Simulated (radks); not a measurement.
Values are calculated unless marked as measured or tabulated.
The mean radii <r> (bohr) of the occupied orbitals of an atom or ion are listed with their occupations. Level of theory: scalar-relativistic Kohn-Sham, PBE, spin-polarised, spherical densities, finite nucleus; Fermi nuclear charge, rms radius of each element as measured or else 0.836 A^(1/3) + 0.57 fm (a radial shooting solver on a logarithmic mesh with Libxc functionals).

| orbital | occ. | <r> |
|---|---|---|
| 1s up | 1 | 0.01932 |
| 1s down | 1 | 0.01932 |
| 2s up | 1 | 0.08184 |
| 2s down | 1 | 0.08184 |
| 2p up | 3 | 0.07291 |
| 2p down | 3 | 0.07291 |
| 3s up | 1 | 0.2126 |
| 3s down | 1 | 0.2126 |
| 3p up | 3 | 0.2123 |
| 3p down | 3 | 0.2122 |
| 3d up | 5 | 0.1924 |
| 3d down | 5 | 0.1924 |
| 4s up | 1 | 0.4772 |
| 4s down | 1 | 0.4773 |
| 4p up | 3 | 0.5066 |
| 4p down | 3 | 0.5068 |
| 4d up | 5 | 0.5446 |
| 4d down | 4 | 0.5451 |
| 5s up | 1 | 1.140 |
| 5s down | 1 | 1.142 |
| 5p up | 3 | 1.319 |
| 5p down | 3 | 1.321 |
| 4f up | 7 | 0.6758 |
| 4f down | 7 | 0.6800 |

Name the element and its charge. Open shells, if any, are filled with parallel spins first.

Answer. Z = 71, lutetium, charge +4: Lu4+ in [Kr] 4d9 4f14 5s2 5p6. The 1s radius gives Z: for a bare nucleus <r> = (2 gamma + 1)/(2Z) with gamma = sqrt(1 - (Z/c)^2), 0.01909 bohr for Z = 71, and screening makes it slightly larger (0.01932 here). The occupations add up to 67, and the charge is Z minus that.
